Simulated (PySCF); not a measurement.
Be(F)(OH) (BeFHO), SMILES [OH][Be][F].

Coordinates come from a TPSSh-D3(BJ)/def2-TZVP optimisation. One conformer was computed; it need not be the lowest.

Level of theory: C-PCM-PBE0/def2-SVP run with PySCF.

The values are the electrostatic part of the solvation free energy, E(continuum) − E(gas) at the gas-phase geometry, in a cavity of scaled van der Waals radii (PySCF's table); cavitation and dispersion terms are not included. A continuum can't describe solvent molecules that bind to the metal. In vacuum the orbital gap is 9.06 eV. The dipole moment in vacuum is 2.16 D.

| solvent | ε | ΔG(elec) (kcal/mol) | dipole (D) | gap (eV) |
|---|---|---|---|---|
| water | 78.36 | -8.6 | 2.40 | 9.14 |
| toluene | 2.37 | (withheld) | (withheld) | (withheld) |
| ethylethanoate | 5.99 | -7.2 | 2.36 | 9.13 |

Q: What belongs in the gaps? (The exact figures need the calculation; the answer reports its results.)

A: 
- toluene, ΔG(elec) (kcal/mol): -4.9
- toluene, dipole (D): 2.30
- toluene, gap (eV): 9.12
